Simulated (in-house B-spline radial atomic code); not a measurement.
A fraction x of an electron is removed from 4p in I III (I2+), starting from [Kr] 4d10 5s2 5p3 and keeping the highest spin. Level of theory: scalar-relativistic (X2C) B97-1, spin-polarised, spherical fractional occupations, Fermi nucleus of rms radius 4.75 fm; calculated with an all-electron radial atomic-structure program (B-spline basis).

Caution: exact exchange at fractional occupations of open shells leaves self-interaction of up to several eV.

```json
{"x": "0", "E(x) - E(0) (eV)": "0.0000", "4p down level (eV)": "-152.717"}
{"x": "0.09", "E(x) - E(0) (eV)": "13.8161", "4p down level (eV)": "-154.309"}
{"x": "0.23", "E(x) - E(0) (eV)": "?", "4p down level (eV)": "?"}
{"x": "0.33", "E(x) - E(0) (eV)": "51.3640", "4p down level (eV)": "-158.602"}
{"x": "0.49", "E(x) - E(0) (eV)": "?", "4p down level (eV)": "?"}
{"x": "0.5", "E(x) - E(0) (eV)": "78.5878", "4p down level (eV)": "-161.684"}
{"x": "0.56", "E(x) - E(0) (eV)": "88.3218", "4p down level (eV)": "-162.780"}
{"x": "0.63", "E(x) - E(0) (eV)": "99.7612", "4p down level (eV)": "-164.063"}
{"x": "0.77", "E(x) - E(0) (eV)": "122.9106", "4p down level (eV)": "-166.646"}
{"x": "0.93", "E(x) - E(0) (eV)": "149.8118", "4p down level (eV)": "-169.623"}
{"x": "1", "E(x) - E(0) (eV)": "161.7312", "4p down level (eV)": "-170.934"}
```

Q: What belongs in the row x = 0.23?

A: An energy change of 35.5937 eV; 4p down at -156.805 eV.

Q: What belongs in the row x = 0.49?

A: An energy change of 76.9719 eV; 4p down at -161.502 eV.

Q: Check Janak's theorem between x = 0.5 and 0.56.

A: The slope of the energy is 162.23 eV; the orbital levels give 162.23 eV (-ε of the emptying orbital, averaged over the two points).
